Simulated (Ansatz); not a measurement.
System: sum formula H7Si3O2, charge 0, multiplicity 2. It need not be the lowest isomer of its formula. 
Structure (B3LYP-D3(BJ)/def2-TZVP (Ansatz, a program for electronic structure) minimum search):
```xyz
12

Si     0.0305    -1.3018     0.6623
O      1.3760    -0.5200     0.1474
Si     2.0998     0.9204    -0.1733
O     -1.3080    -0.6394    -0.0106
Si    -2.1573     0.7101    -0.4077
H      0.1237    -2.7059     0.1681
H      2.4265     0.9881    -1.6140
H      1.1862     2.0339     0.1763
H      3.3385     1.0285     0.6264
H     -2.3271     1.5726     0.7838
H     -1.4333     1.4660    -1.4551
H     -3.4797     0.2919    -0.9168
```
Charge 0, spin multiplicity 2.

Atomisation energy built up term by term with Ansatz (kcal/mol; UHF references for open shells; valence terms freeze the core; atomic spin-orbit terms are left out). CBS(X,Y): correlation extrapolated as X^-3; Hartree-Fock from the larger set.

```
term                                            basis  kcal/mol
-----------------------  ----------------------------  --------
Hartree-Fock                              cc-pV(Q+d)Z    740.31
CCSD correlation         CBS(cc-pV(T+d)Z,cc-pV(Q+d)Z)    229.98
(T)                      CBS(cc-pV(T+d)Z,cc-pV(Q+d)Z)     11.94
core correlation                            cc-pwCVTZ      0.05
scalar relativity (X2C)    cc-pVTZ-DK against cc-pVTZ     -2.79
sum: De                                                   979.5
```

(T) makes 1.2 % of the CCSD(T) atomisation energy; under 5 % is typical of single-reference molecules.
